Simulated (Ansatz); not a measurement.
Ansatz (a program for electronic structure) input:

Ansatz 0.2 input:
```yaml
crystal:
  periodic: [false, false, false]
  atoms:
    - {symbol: In, position_ang: [-0.00000000, -0.00000000, -0.27269741]}
    - {symbol: O, position_ang: [0.00000000, 0.00000000, 1.67027163]}
basis:
  gaussian:
    orbitals: def2-SVPD
magnetization: {spin_polarized: true, initial_magnetization: 1}
correlation: {method: ccsd_t, electrons: outside_noble_gas}
output: {forces: true}
```

Problem. What final total energy does it print?

Solution. -264.21061 Eh (CCSD(T)/def2-SVPD). The basis has 55 functions.
